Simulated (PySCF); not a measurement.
Te(H)(OMe) (CH4OTe), SMILES CO[TeH]. Coordinates come from a PBE-D3(BJ)/def2-SVP optimisation. The def2 effective core potentials stand for the cores of Te; spin–orbit coupling is left out.

Task: Give the equilibrium geometry at PBE-D3(BJ)/def2-SVP (PySCF confirms it by a frequency run) as bond lengths and angles. (The exact figures need the calculation; the answer reports its results.)

Result: 
Atoms: Te1 H2 O3 C4 H5 H6 H7. Bonds (Å): Te1–H2 1.697, Te1–O3 2.034, O3–C4 1.417, C4–H5 1.115, C4–H6 1.112, C4–H7 1.116. Angles (°): H2–Te1–O3 95.8, Te1–O3–C4 115.9, O3–C4–H5 113.6, O3–C4–H6 106.0, O3–C4–H7 113.0, H5–C4–H6 108.2, H5–C4–H7 107.9, H6–C4–H7 108.0.
Charge 0, spin multiplicity 1.
